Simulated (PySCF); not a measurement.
PySCF input (HF/def2-TZVPD):

```python
from pyscf import gto, scf, dft

mol = gto.M(
    atom='''
    B     0.05168130   -0.00048357    0.02864245
    F     0.04936520   -0.05789174    1.37502828
    C     1.42255449    0.04837488   -0.65913642
    C    -1.33619577    0.01055262   -0.69477844
    H     1.53666875    0.09589565   -1.73608864
    H     2.35243312    0.03780693   -0.09996896
    H    -1.93422128    0.86139863   -0.35153457
    H    -1.90934415   -0.88308110   -0.42587416
    H    -1.26638207    0.05785843   -1.78151123
    ''',
    basis='def2-tzvpd',
    charge=0,
    spin=1,
    verbose=4,
)

mf = scf.UHF(mol).density_fit(auxbasis='def2-universal-jkfit')
mf.conv_tol = 1e-9
mf.max_cycle = 100
mf.max_memory = 1500
mf.kernel()
if not mf.converged:
    mf = mf.newton()
    mf.kernel(mf.make_rdm1())
for _ in range(2):
    mo, _, stable, _ = mf.stability(return_status=True)
    if stable:
        break
    mf.kernel(mf.make_rdm1(mo, mf.mo_occ))
mf.analyze()
```

Output:

```
PySCF version 2.14.0

[INPUT] verbose = 4
[INPUT] num. atoms = 9
[INPUT] num. electrons = 31
[INPUT] charge = 0
[INPUT] spin (= nelec alpha-beta = 2S) = 1
[INPUT] symmetry False subgroup None
[INPUT] Mole.unit = angstrom
[INPUT] Symbol           X                Y                Z      unit          X                Y                Z       unit  Magmom
[INPUT]  1 B      0.051681300000  -0.000483570000   0.028642450000 AA    0.097663502761  -0.000913814862   0.054126386037 Bohr   0.0
[INPUT]  2 F      0.049365200000  -0.057891740000   1.375028280000 AA    0.093286708084  -0.109399533475   2.598426862732 Bohr   0.0
[INPUT]  3 C      1.422554490000   0.048374880000  -0.659136420000 AA    2.688238383370   0.091415274509  -1.245587312526 Bohr   0.0
[INPUT]  4 C     -1.336195770000   0.010552620000  -0.694778440000 AA   -2.525044054102   0.019941561697  -1.312940968853 Bohr   0.0
[INPUT]  5 H      1.536668750000   0.095895650000  -1.736088640000 AA    2.903883081678   0.181216515037  -3.280732057569 Bohr   0.0
[INPUT]  6 H      2.352433120000   0.037806930000  -0.099968960000 AA    4.445454323156   0.071444743311  -0.188913955358 Bohr   0.0
[INPUT]  7 H     -1.934221280000   0.861398630000  -0.351534570000 AA   -3.655148483506   1.627807494776  -0.664304060617 Bohr   0.0
[INPUT]  8 H     -1.909344150000  -0.883081100000  -0.425874160000 AA   -3.608137521040  -1.668781424780  -0.804785525929 Bohr   0.0
[INPUT]  9 H     -1.266382070000   0.057858430000  -1.781511230000 AA   -2.393115281360   0.109336586697  -3.366568312537 Bohr   0.0

nuclear repulsion = 103.38449904534
number of shells = 78
number of NR pGTOs = 266
number of NR cGTOs = 196
basis = def2-tzvpd
ecp = {}

******** <class 'pyscf.df.df_jk.DFUHF'> ********
method = DFUHF
initial guess = minao
damping factor = 0
level_shift factor = 0
DIIS = <class 'pyscf.scf.diis.CDIIS'>
diis_start_cycle = 1
diis_space = 8
diis_damp = 0
SCF conv_tol = 1e-09
SCF conv_tol_grad = None
SCF max_cycles = 100
direct_scf = False
number electrons alpha = 16  beta = 15
Set gradient conv threshold to 3.16228e-05
******** <class 'pyscf.df.df.DF'> ********
auxbasis = def2-universal-jkfit
init E= -203.153371761007
  alpha nocc = 16  HOMO = -0.175673798302984  LUMO = 0.0360829896694774
  beta  nocc = 15  HOMO = -0.329131795247307  LUMO = -0.175673798302984

WARN: HOMO -0.175673798302984 >= LUMO -0.175673798302984

cycle= 1 E= -202.819343643676  delta_E= 0.334  |g|= 0.368  |ddm|= 1.42
  alpha nocc = 16  HOMO = -0.421445790949004  LUMO = 0.0480310085397413
  beta  nocc = 15  HOMO = -0.464357457549713  LUMO = -0.000684239931160846
  HOMO = -0.421445790949  LUMO = -0.000684239931161  gap/eV = 11.44950
cycle= 2 E= -202.878411627418  delta_E= -0.0591  |g|= 0.213  |ddm|= 0.415
  alpha nocc = 16  HOMO = -0.39620024778387  LUMO = 0.049931803481321
  beta  nocc = 15  HOMO = -0.465104841204774  LUMO = 0.0307681579794944
  HOMO = -0.396200247784  LUMO = 0.0307681579795  gap/eV = 11.61840
cycle= 3 E= -202.892373207961  delta_E= -0.014  |g|= 0.045  |ddm|= 0.111
  alpha nocc = 16  HOMO = -0.396092281129572  LUMO = 0.0503728560794799
[...]
  beta  nocc = 15  HOMO = -0.467078496631331  LUMO = 0.040486893307382
  HOMO = -0.405305125249  LUMO = 0.0404868933074  gap/eV = 12.13062
Extra cycle  E= -202.894271647866  delta_E= -2.11e-11  |g|= 2.68e-06  |ddm|= 7.93e-06
converged SCF energy = -202.894271647866  <S^2> = 0.75865006  2S+1 = 2.0086314
uhf_internal: lowest eigs of H = [0.32763419 0.46957039 0.52269425]
<class 'pyscf.df.df_jk.DFUHF'> wavefunction is stable in the internal stability analysis
**** SCF Summaries ****
Total Energy =                        -202.894271647866219
Nuclear Repulsion Energy =             103.384499045339695
One-electron Energy =                 -482.916264760886293
Two-electron Energy =                  176.637494067680393
Two-electron Coulomb Energy =          202.853885566787284
DFT Exchange-Correlation Energy =      -26.216391499106891
HOMO-LUMO gap [eV] =                    12.130618701574862
**** MO energy ****
                             alpha | beta                alpha | beta
MO #1   energy= -26.2778592886652  | -26.2767511630759  occ= 1 | 1
MO #2   energy= -11.2387874710222  | -11.2199995382876  occ= 1 | 1
MO #3   energy= -11.1978522142968  | -11.1980971833975  occ= 1 | 1
MO #4   energy= -7.64023868041951  | -7.64078180765622  occ= 1 | 1
MO #5   energy= -1.58903463005801  | -1.58620637475365  occ= 1 | 1
MO #6   energy= -0.979152477195324 | -0.958508034596168 occ= 1 | 1
MO #7   energy= -0.939763079517089 | -0.87847867747103  occ= 1 | 1
MO #8   energy= -0.750788120871427 | -0.747056829887104 occ= 1 | 1
MO #9   energy= -0.67516629773403  | -0.672955267906014 occ= 1 | 1
MO #10  energy= -0.660743435206539 | -0.648408995818278 occ= 1 | 1
MO #11  energy= -0.613312816771597 | -0.601595360641795 occ= 1 | 1
MO #12  energy= -0.56823609299456  | -0.556578404542993 occ= 1 | 1
MO #13  energy= -0.549252518725073 | -0.545871906996633 occ= 1 | 1
MO #14  energy= -0.542125649878832 | -0.540903424761994 occ= 1 | 1
MO #15  energy= -0.474398053399998 | -0.467078496631331 occ= 1 | 1
MO #16  energy= -0.405305125249079 | 0.040486893307382  occ= 1 | 0
MO #17  energy= 0.048612241825797  | 0.0502443040674314 occ= 0 | 0
MO #18  energy= 0.0851506715808717 | 0.0860776391428104 occ= 0 | 0
MO #19  energy= 0.0972541957157104 | 0.0981713164337086 occ= 0 | 0
MO #20  energy= 0.126542638508891  | 0.134807462700452  occ= 0 | 0
MO #21  energy= 0.135147979121054  | 0.136515223910278  occ= 0 | 0
MO #22  energy= 0.140484412277964  | 0.141595583835837  occ= 0 | 0
MO #23  energy= 0.151599220053441  | 0.151938831924673  occ= 0 | 0
MO #24  energy= 0.158050588979377  | 0.174465625556609  occ= 0 | 0
MO #25  energy= 0.168871218767186  | 0.18060656014072   occ= 0 | 0
MO #26  energy= 0.172503985066689  | 0.187240316867914  occ= 0 | 0
MO #27  energy= 0.184469575110765  | 0.197511573037537  occ= 0 | 0
MO #28  energy= 0.196309702462116  | 0.198814681662399  occ= 0 | 0
MO #29  energy= 0.200837804781903  | 0.20149328486679   occ= 0 | 0
MO #30  energy= 0.221303788778626  | 0.22524012787513   occ= 0 | 0
MO #31  energy= 0.227537448073661  | 0.243078941741843  occ= 0 | 0
MO #32  energy= 0.240142178352403  | 0.245125452026967  occ= 0 | 0
MO #33  energy= 0.259675180265989  | 0.262640894807145  occ= 0 | 0
MO #34  energy= 0.261204854938931  | 0.264280742499408  occ= 0 | 0
MO #35  energy= 0.294785151817493  | 0.295451412258931  occ= 0 | 0
MO #36  energy= 0.301784950483383  | 0.311393364657286  occ= 0 | 0
MO #37  energy= 0.310988825555121  | 0.318736150692629  occ= 0 | 0
MO #38  energy= 0.321422945007417  | 0.321983263435064  occ= 0 | 0
MO #39  energy= 0.332394499226699  | 0.333494297409424  occ= 0 | 0
MO #40  energy= 0.33540253774284   | 0.347066315506832  occ= 0 | 0
MO #41  energy= 0.347028662622584  | 0.350984884987667  occ= 0 | 0
MO #42  energy= 0.356714744400382  | 0.359324898781364  occ= 0 | 0
MO #43  energy= 0.368539721820662  | 0.371393318732719  occ= 0 | 0
MO #44  energy= 0.369038770346946  | 0.371724974318366  occ= 0 | 0
MO #45  energy= 0.380902151571747  | 0.391393185455423  occ= 0 | 0
MO #46  energy= 0.394403096698415  | 0.3969091158314    occ= 0 | 0
MO #47  energy= 0.413005525830994  | 0.418504137805957  occ= 0 | 0
MO #48  energy= 0.415526355414027  | 0.41884616651105   occ= 0 | 0
MO #49  energy= 0.419027414929993  | 0.420405104780639  occ= 0 | 0
MO #50  energy= 0.420065095234197  | 0.424052048104844  occ= 0 | 0
MO #51  energy= 0.436483670525135  | 0.4418802636369    occ= 0 | 0
MO #52  energy= 0.448011476477163  | 0.449113672941936  occ= 0 | 0
MO #53  energy= 0.454367685029964  | 0.461588879637218  occ= 0 | 0
MO #54  energy= 0.472707655746252  | 0.476356144208954  occ= 0 | 0
MO #55  energy= 0.480267841527463  | 0.482179276484026  occ= 0 | 0
MO #56  energy= 0.484807800465038  | 0.486004843659402  occ= 0 | 0
MO #57  energy= 0.498095289944609  | 0.499984139413132  occ= 0 | 0
MO #58  energy= 0.512519137346623  | 0.515624561485337  occ= 0 | 0
MO #59  energy= 0.518689306175599  | 0.519598659332398  occ= 0 | 0
MO #60  energy= 0.521877852084091  | 0.534110153873533  occ= 0 | 0
MO #61  energy= 0.540167014840556  | 0.546577299003652  occ= 0 | 0
MO #62  energy= 0.547960968231965  | 0.55080692406514   occ= 0 | 0
MO #63  energy= 0.5601633639325    | 0.56533212011268   occ= 0 | 0
MO #64  energy= 0.561656314915037  | 0.568242424513417  occ= 0 | 0
MO #65  energy= 0.589694072842172  | 0.610694476158532  occ= 0 | 0
MO #66  energy= 0.607693128833931  | 0.635635472922204  occ= 0 | 0
MO #67  energy= 0.643842808607448  | 0.656779253064715  occ= 0 | 0
MO #68  energy= 0.654690424263445  | 0.669929948914091  occ= 0 | 0
MO #69  energy= 0.664594464765871  | 0.671640605282933  occ= 0 | 0
MO #70  energy= 0.705870808003229  | 0.708232435231725  occ= 0 | 0
MO #71  energy= 0.724765782855881  | 0.728385681507495  occ= 0 | 0
MO #72  energy= 0.741742664717052  | 0.744561400669191  occ= 0 | 0
MO #73  energy= 0.773844977051071  | 0.775444195588834  occ= 0 | 0
MO #74  energy= 0.773959040547155  | 0.777552937774989  occ= 0 | 0
MO #75  energy= 0.805232279695844  | 0.80796722844457   occ= 0 | 0
MO #76  energy= 0.819278462428995  | 0.821561488108243  occ= 0 | 0
MO #77  energy= 0.830667041425119  | 0.833087138696889  occ= 0 | 0
MO #78  energy= 0.855649693693311  | 0.862031052812689  occ= 0 | 0
MO #79  energy= 0.864262490692297  | 0.868617802860515  occ= 0 | 0
MO #80  energy= 0.866726124999259  | 0.879455463868652  occ= 0 | 0
MO #81  energy= 0.881424721092758  | 0.899187159654133  occ= 0 | 0
MO #82  energy= 0.900454589910598  | 0.902976415016844  occ= 0 | 0
MO #83  energy= 0.929220191067355  | 0.933800499388042  occ= 0 | 0
MO #84  energy= 0.933256163663183  | 0.942609827381488  occ= 0 | 0
MO #85  energy= 0.947390719435     | 0.952871383117839  occ= 0 | 0
MO #86  energy= 0.986691655361891  | 0.988165391324966  occ= 0 | 0
MO #87  energy= 1.03132819111275   | 1.03434202560587   occ= 0 | 0
MO #88  energy= 1.08672658781822   | 1.12243226573996   occ= 0 | 0
MO #89  energy= 1.14481820955168   | 1.14799854484964   occ= 0 | 0
MO #90  energy= 1.16426826509983   | 1.17088642688802   occ= 0 | 0
MO #91  energy= 1.1651593065829    | 1.1810427501548    occ= 0 | 0
MO #92  energy= 1.21365834974882   | 1.22082645125465   occ= 0 | 0
MO #93  energy= 1.240033540246     | 1.24403877477451   occ= 0 | 0
MO #94  energy= 1.24962920715664   | 1.25433134554162   occ= 0 | 0
MO #95  energy= 1.32147276228771   | 1.33293267033251   occ= 0 | 0
MO #96  energy= 1.32853881634413   | 1.34977965826944   occ= 0 | 0
MO #97  energy= 1.35440400930801   | 1.35929714948191   occ= 0 | 0
MO #98  energy= 1.36042396809764   | 1.36382694253491   occ= 0 | 0
MO #99  energy= 1.3746873381626    | 1.38102381513693   occ= 0 | 0
MO #100 energy= 1.37807670466101   | 1.38464626581599   occ= 0 | 0
MO #101 energy= 1.46464566946138   | 1.47254390835603   occ= 0 | 0
MO #102 energy= 1.51372939431141   | 1.51980331415486   occ= 0 | 0
MO #103 energy= 1.54220085246818   | 1.54677035017268   occ= 0 | 0
MO #104 energy= 1.60328779581877   | 1.60667719870279   occ= 0 | 0
[...]
```

It need not be the lowest isomer of its formula.
